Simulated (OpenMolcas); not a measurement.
**Re3+: effect of the active space**

| Item | Value |
| --- | --- |
| Program | OpenMolcas 26.06 |
| Method | SS-CASPT2 or its RAS form, IPEA 0.25 Eh, imaginary shift 0.1 Eh |
| Basis | ANO-RCC-VTZP |
| Scalar Hamiltonian | DKH2, point nucleus |
| Spin-orbit coupling | state interaction with AMFI integrals over the reference wave functions, term energies averaged over their components |

A. 4 electrons in 5 orbitals (5d); 2S+1 = 5 even, 5 roots; 2S+1 = 3 even, 45 roots; 2S+1 = 1 even, 50 roots; closed shells correlated: 5s 5p; CASPT2 step roughly 40 core-seconds
B. 10 electrons in 8 orbitals (RAS1 5p, at most 2 holes; RAS2 5d); 2S+1 = 5 even, 5 roots; 2S+1 = 3 even, 45 roots; 2S+1 = 1 even, 50 roots; closed shells correlated: 5s; CASPT2 step about 2.2 core-minutes
C. 4 electrons in 9 orbitals (RAS2 5d 6s; RAS3 6p, at most 2 electrons); 2S+1 = 5 even, 15 roots; 2S+1 = 3 even, 90 roots kept (CI in the orbitals of an earlier block); 2S+1 = 1 even, 90 roots kept (CI in the orbitals of an earlier block); 2S+1 = 5 odd, 51 roots (14 in the spin-orbit step); 2S+1 = 3 odd, 84 roots kept (CI in the orbitals of an earlier block, 5 in the spin-orbit step); 2S+1 = 1 odd, 89 roots kept (CI in the orbitals of an earlier block, 0 in the spin-orbit step); closed shells correlated: 5s 5p; CASPT2 step of the order of 4 core-minutes
D. 4 electrons in 10 orbitals (5d 6d); 2S+1 = 5 even, 5 roots; 2S+1 = 3 even, 45 roots; 2S+1 = 1 even, 50 roots; closed shells correlated: 5s 5p; CASPT2 step roughly 15 core-minutes

Energies in cm⁻¹ above 5d⁴ ⁵D₀, the measured ground level; measured values from the list in Brasseur, Gamrath and Quinet, At. Data Nucl. Data Tables 157, 101636 (2024).

| Level | A | B | C | D | Measured |
| --- | --- | --- | --- | --- | --- |
| 5d⁴ ⁵D₀ [67 %] | 0.0 | 0.0 | 0.0 | 0.0 | 0.0 |
| 5d⁴ ⁵D₁ | 3080 | 3210 | 3300 | 3170 | 3084 |
| 5d⁴ ⁵D₂ | 6040 | 6250 | 6380 | 6160 | 5979 |
| 5d⁴ ⁵D₃ | 8480 | 8760 | 8870 | 8640 | 8350 |
| 5d⁴ ⁵D₄ | 10370 | 10690 | 10710 | 10550 | 10121 |
| 5d⁴ ³P₀(1) [57 %] | 15570 | 15920 | 15440 | 15280 |  |
| 5d⁴ ³H₄ [57 %] | 18150 | 18360 | 18450 | 18150 | 16946 |
| 5d⁴ ³P₁(1) | 20920 | 21510 | 20530 | 20610 | 19340 |
| 5d⁴ ³G₃ [57 %] | 21370 | 21670 | 21370 | 21270 | 19817 |
| 5d⁴ ³F₂(1) [71 %] | 21680 | 22080 | 21300 | 21440 | 19851 |
| 5d⁴ ³H₅ | 22240 | 22570 | 22720 | 22350 | 20930 |
| 5d⁴ ³H₆ | 24210 | 24500 | 24760 | 24430 | 22896 |
| 5d⁴ ³P₂(1) [60 %] | 26330 | 27090 | 25940 | 26120 |  |
| 5d⁴ ³F₃(1) [54 %] | 28440 | 29190 | 28430 | 28350 |  |
| 5d⁴ ³D₃ [60 %] | 30250 | 30780 | 30490 | 30230 | 28526 |
| 5d⁴ ³G₅ | 31750 | 32380 | 32180 | 31980 | 30052 |
| 5d⁴ ³D₁ | 33580 | 34210 | 33630 | 33460 | 31543 |
| 5d⁴ ¹I₆ | 34030 | 34410 | 34850 | 34430 | 32396 |
| 5d⁴ ¹G₄(1) [50 %] | 38300 | 39280 | 38560 | 38590 |  |
| 5d⁴ ¹S₀(1) | 38660 | 39560 | 38720 | 38860 | 36484 |
| 5d⁴ ¹F₃ [68 %] | 41010 | 41530 | 41050 | 41090 | 38458 |
| 5d⁴ ³P₂(2) | 44890 | 45240 | 44010 | 44880 |  |
| 5d⁴ ³F₂(2) [74 %] | 49130 | 49700 | 48480 | 49070 |  |
| 5d⁴ ³F₃(2) | 49930 | 50310 | 49490 | 50020 | 46525 |

Deviations, from unrounded energies. A percentage is the sum of absolute deviations over the sum of measured energies, with the sign that they share, or ± where signs differ.

| Against measurement | Levels | A | B | C | D |
| --- | --- | --- | --- | --- | --- |
| mean absolute deviation (cm-1) | 17 | 1400 | 1900 | 1600 | 1500 |
| fine structure of the ground term (%) | 4 | ±1.6 | +5.0 | +6.3 | +3.6 |
| other terms of the ground configuration (%) | 13 | +6.6 | +8.3 | +7.1 | +6.7 |

A, D lie about equally close to measurement and B furthest from it. The largest miss of A in the table is 5d⁴ ³F₃(2), by +3400 cm-1. The ranking rests on the paired levels alone, and a cruder setting can come out closer through cancelling errors.

The two smallest mean deviations differ by little beside CASPT2's spread within terms, so their order carries little weight.

Among A to D the level of the table that moves most is 5d⁴ ³P₂(2), by 1200 cm-1 (lowest in C, highest in B). Moves below CASPT2's spread within the term are not significant.

Term energies are means over components that CASPT2 splits; among the terms shown or strongly mixed into the levels shown the widest spread is 300 cm-1 (5d⁴ ³F(2), B). The CASPT2 spread within a term exceeds the gap to the next term for 5d⁴ ³D and 5d⁴ ¹I, so the order of their levels is uncertain (holds for A). Active for correlation alone: 5p; no level in the range computed is led by a configuration that opens it, so any true level of that kind is missing (holds for B). Some high roots are left out of the spin-orbit mixing, which shifts the levels that they would mix with (holds for C). Terms from blocks run as CI alone lack orbitals of their own (holds for C). Active for correlation alone: 6d; no level in the range computed is led by a configuration that fills it, so any true level of that kind is missing (holds for D). Measured partners are found by configuration, term and J. A level has none where our copy of the source lacks it or the pairing is in doubt (some pairs that miss far off the trend of their configuration count as doubtful), and it then counts in no deviation. Only configurations of the active space appear. The table leaves out levels that lie high or whose names do not pair safely across all columns.

A share in square brackets marks a mixed level and gives the weight of the term that names it, the lowest over the columns. A number in round brackets counts repeated terms of one configuration in the order of the reference energies.
